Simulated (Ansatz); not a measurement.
`Cl[SiH2]BBr`, 7 atoms. Charge 0, multiplicity 1. Correlated methods include outer-core shells of Br, which these sets cover unevenly. Scalar relativity is left out up to krypton. All runs use 2 threads of an INTEL XEON PLATINUM 8581C on a shared host. Correlated methods freeze the cores.

(1) How many basis functions does each run have, and how long does it take in Ansatz? RKS PBE0-D4/def2-TZVP relaxation (4 steps); RKS PBE0-D4/def2-SVP energy; RKS ωB97M-V/def2-QZVPP energy; RKS B3LYP-D4/def2-TZVPP energy and forces; RKS PBE0-D4/def2-QZVPP energy; RHF-CCSD(T)/def2-SVP energy; direct RPA on PBE orbitals/def2-TZVPP energy; RHF-CCSD(T)/def2-TZVPP energy; RKS HSE06 (plane-wave form)-D4/def2-TZVPP energy; RKS PBE0-D4/def2-TZVP frequencies; RKS PBE0-D4/def2-TZVPP energy; RHF-MP2/def2-QZVPP energy. (Best estimate.)

Results:

(1) Ansatz gave: Other jobs shared the machine, so times are rough.

```
                                    level                   job  functions  wall time  peak host memory (GiB)
                     RKS PBE0-D4/def2-SVP                energy         97      1.1 s                    0.22
                   RKS PBE0-D4/def2-TZVPP                energy        205      2.8 s                    0.63
RKS HSE06 (plane-wave form)-D4/def2-TZVPP                energy        205      3.2 s                    0.65
                     RHF-CCSD(T)/def2-SVP                energy         97      3.2 s                    0.33
    direct RPA on PBE orbitals/def2-TZVPP                energy        205      3.2 s                    0.41
                  RKS B3LYP-D4/def2-TZVPP     energy and forces        205      4.3 s                    0.63
                   RKS PBE0-D4/def2-QZVPP                energy        376        9 s                     1.2
                    RKS PBE0-D4/def2-TZVP  relaxation (4 steps)        171       16 s                    0.49
                   RKS ωB97M-V/def2-QZVPP                energy        376       17 s                     1.5
                       RHF-MP2/def2-QZVPP                energy        376       17 s                     1.7
                   RHF-CCSD(T)/def2-TZVPP                energy        205       55 s                     2.5
                    RKS PBE0-D4/def2-TZVP           frequencies        171      100 s                    0.48
```

B3LYP here is the variant with VWN-RPA as its local correlation; programs differ in this.
